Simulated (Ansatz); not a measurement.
Calculated with Ansatz (gas phase, PBE0-D4/def2-TZVP geometries, no zero-point term in ΔE). CBS: MP2 limit from def2 TZ/QZ plus the TZ coupled-cluster correction, frozen cores. Functionals use def2-TZVPP. One conformer a species, not always the lowest.

`[OH][Al]1[O]C[SiH2]1` → `O=[C]([AlH2])O[SiH3]`  (isomerisation)

Problem. Is it downhill or uphill in electronic energy at CCSD(T)/CBS, and by how much? (Estimate.)

Solution. The calculation gave: Uphill: ΔE = +1.75 eV.

Problem. What do these levels give: PBE-D4, ωB97M-V, B2PLYP, PBE, r2SCAN, HF/def2-TZVPP, MP2/def2-TZVPP, SCS-MP2/def2-TZVPP, CCSD/def2-TZVPP, SCS-MP2/def2-QZVPP, MP2/CBS(def2), CCSD/CBS(def2)? (An estimate is asked.)

Solution. The calculation gave: PBE-D4 1.77, ωB97M-V 1.64, B2PLYP 1.60, PBE 1.77, r2SCAN 1.76, HF/def2-TZVPP 1.19, MP2/def2-TZVPP 1.76, SCS-MP2/def2-TZVPP 1.59, CCSD/def2-TZVPP 1.67, SCS-MP2/def2-QZVPP 1.64, MP2/CBS(def2) 1.84, CCSD/CBS(def2) 1.75 eV.

Largest T1 diagnostic among the species: 0.016.

From PBE to PBE0 (25 % exact exchange), in def2-TZVPP and without D4, ΔE moves by +0.07 eV. In def2-TZVPP, CCSD(T) changes the Hartree–Fock value by +0.48 eV (the triples alone add +0.00 eV) and MP2 by +0.56 eV.
